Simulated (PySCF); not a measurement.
## Excitation energy of Zn²⁺ by level of theory

Zn²⁺ [Ar] 3d10 (1S) → Zn²⁺ [Ar] 3d9 4s1 (3D), as a difference of total energies. Calculation: PySCF 2.14, in aug-cc-pVTZ-PP with one added diffuse shell each of s, p, d, f, g type with ECP10MDF (7s7p6d4f3g, 113 functions); scalar relativity through the core potential. Correlated levels: valence: 3s2 3p6 frozen. The calculations carry no spin-orbit coupling.

```csv
method,excitation energy (eV)
UHF,8.012
LDA,9.591
PBE,9.202
PBE0,9.144
r2SCAN,8.794
M06,9.806
wB97X-V,9.488
LC-wPBE,9.540
MP2 (valence),10.183
SCS-MP2 (valence),10.005
```

Q: How much does correlation contribute at MP2 (valence)?

A: 10.183 − (8.012) = 2.171 eV, measured against UHF.
